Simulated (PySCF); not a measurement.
**Electron correlation in Ar+ (argon, charge +1)**

[Ne] 3s1 3p6, 2S determinant (an excited configuration). Computed with PySCF 2.14 in def2-QZVPPD, with the non-relativistic Hamiltonian (point nucleus). Frozen: 1s2; 15 electrons correlated.

```tsv
level	correlation energy (mhartree)
CCSD	-542.07
(T)	-44.04
CCSD(T)	-586.11
```

Diagnostics: T1 = 0.010, D1 = 0.0313, largest double amplitude 0.161.

A double-excitation amplitude exceeds 0.15, a sign of near-degeneracy.

Cost of the coupled-cluster step: about 50 core-seconds, for 15 correlated electrons.

This basis was not built for core-valence correlation, so the inner-shell part is incomplete.
